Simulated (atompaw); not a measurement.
**Before and after: PAW (atompaw) potential for La (Z = 57)**

- Element: La (Z = 57)
- Generator: atompaw 4.2.0.5
- Type: PAW
- Functional: PBE
- Relativity: scalar-relativistic
- Frozen core: [Kr] 4d10
- Valence charge: 11
- Reference configuration: 4f0 5s2 5p6 5d1 6s1.75 6p0 (charge +0.25)
- Partial waves: 5s (bound): rc 2.05 bohr; 6s (bound): rc 3.00 bohr; 5p (bound): rc 2.25 bohr; 6p (bound, empty): rc 3.00 bohr; 5d (bound): rc 3.00 bohr; 5d channel at 0.05 Ry: rc 3.00 bohr; 4f (bound, empty): rc 1.80 bohr; 4f channel at -0.05 Ry: rc 1.80 bohr
- Local potential: troulliermartins scheme with l = 4 at 0 Ry, radius 2.85 bohr
- Core correction: smooth core density matched at 2.95 bohr
- Augmentation charge: besselshape compensation charge, radius 2.70 bohr; PAW radius 3.00 bohr; waves and projectors: custom polynom2 7 10 vanderbiltortho

Change: local potential troulliermartins scheme with l = 4 at 0 Ry, radius 2.18 bohr.

Cutoffs: the cutoffs (Ry, on a coarse ladder) from which the occupation-weighted sum of valence levels, in a spherical-Bessel basis at the reference potential, stays within 10 and 1 mRy of its value at 400 Ry; they do not see the model core or the augmentation charge, which bear on the density cutoff.

Q: What does the change do?

A: The potential gets neither clearly harder nor softer (18 Ry and 25 Ry → 18 Ry and 25 Ry); the range in which the d phases agree narrows (upper end at the end of the scan → 2.3); neither file shows a bound ghost.

```tsv
quantity	base	changed
cutoff, loose	18 Ry	18 Ry
cutoff, tight	25 Ry	25 Ry
bound ghosts	none	none
s: phases at 3.00 bohr within 0.05 rad from the reference energy up to (Ry; the scan ends near 5)	0.2	-0.1
p: phases at 3.00 bohr within 0.05 rad from the reference energy up to (Ry; the scan ends near 5)	0.5	0.4
d: phases at 3.00 bohr within 0.05 rad from the reference energy up to (Ry; the scan ends near 5)	to the end of the scan	2.3
f: phases at 3.00 bohr within 0.05 rad from the reference energy up to (Ry; the scan ends near 5)	4.4	4.4
lowest overlap eigenvalue by channel	s 0.36, p 0.42, d 0.89, f 0.98	s 0.36, p 0.41, d 0.90, f 0.97
```

 The cutoffs see the waves, projectors and local potential, not the compensation charge or the core.
